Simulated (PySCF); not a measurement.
# What a mistake does to a calculation on BClGeH5Si

Calculated results; nothing here was measured. The program is PySCF 2.14.0, an open-source quantum chemistry code, run on an isolated molecule that a program drew, which may never have been made. The molecule is BClGeH5Si (charge 0, doublet), drawn as the SMILES string `[BH2][Ge]([SiH3])[Cl]`.

Each row is a Hartree-Fock (HF) and frozen-core CCSD(T) single point in the cc-pV(D+d)Z basis, meant for a local HF minimum. Run 1 is clean. Each other run has one planted mistake out of seven kinds, and not every kind appears here: one electron removed, one electron added, multiplicity raised by two, geometry at a saddle point, minimal basis STO-3G, one bond length entered in bohr, all coordinates scaled. The reference is restricted for singlets and unrestricted otherwise, and also for a bond in bohr. Adding or removing an electron swaps singlet and doublet. Electrons count all cores. HOMO and LUMO are orbital energies over both spins, the gradient is its largest component, and the lowest frequency (negative if imaginary) is given only where the gradient is small. Bond lengths are over the 8 bonds as drawn. T1 is the CCSD diagnostic: over 0.02 (restricted) or 0.045 (unrestricted) a single reference is doubtful. Germanium has the cc-pVDZ-PP basis, with a core potential (ECP10MDF) in place of its 10 inner electrons, and its 3s, 3p and 3d shells are frozen in CCSD(T).

Geometry of the clean run:
```xyz
9
BClGeH5Si, angstrom
B    -0.2164    1.7591   -0.1170
Ge   -1.3709    0.1867   -0.5928
Si   -2.4168   -0.5164   -2.6279
Cl   -1.1189   -1.5954    0.6581
H     0.4397    1.7424    0.8795
H    -0.2739    2.7205   -0.8268
H    -2.6142    0.6825   -3.4718
H    -1.5549   -1.4941   -3.3245
H    -3.7188   -1.1330   -2.3024
```

| run | electrons | basis functions | <S^2> | HOMO (eV) | LUMO (eV) | gradient (hartree/bohr) | lowest frequency (cm^-1) | mean bond (Å) | longest bond (Å) | T1 | HF (hartree) | CCSD(T) (hartree) | mistake |
|---|---|---|---|---|---|---|---|---|---|---|---|---|---|
| 1 | 73 | 108 | 0.763 | -8.26 | 0.10 | 4.2e-06 | 34 | 1.6772 | 2.394 | 0.0188 | -1069.41887 | -1069.89323 | no fault |
| 2 | 73 | 108 | 1.549 | -8.30 | 0.06 | 8.9e-03 | - | 1.8414 | 2.791 | 0.0409 | -1069.30991 | -1069.77390 | one bond length entered in bohr |
| 3 | 74 | 108 | 0.000 | -1.49 | 6.89 | 4.6e-02 | - | 1.6772 | 2.394 | 0.0198 | -1069.44265 | -1069.95538 | one electron added |
| 4 | 73 | 108 | 0.763 | -8.26 | 0.11 | 6.7e-03 | - | 1.6570 | 2.365 | 0.0183 | -1069.41776 | -1069.89152 | all coordinates scaled |
| 5 | 72 | 108 | 0.000 | -16.18 | -6.63 | 5.8e-02 | - | 1.6772 | 2.394 | 0.0189 | -1069.14542 | -1069.60791 | one electron removed |
| 6 | 73 | 108 | 3.779 | -6.20 | -2.67 | 6.9e-02 | - | 1.6772 | 2.394 | 0.0234 | -1069.25745 | -1069.72877 | ? |

**Which mistake was planted in run 6, and what did it cost?**

Electrons, basis and geometry are unchanged, and <S^2> is 3.779, beside S(S+1) = 3.75 for a multiplicity of 4. So the mistake is: multiplicity raised by two. Subtracting run 1 and multiplying by 627.51 kcal/mol a hartree, the energy moved by 101.3 kcal/mol in HF and 103.2 kcal/mol in CCSD(T).

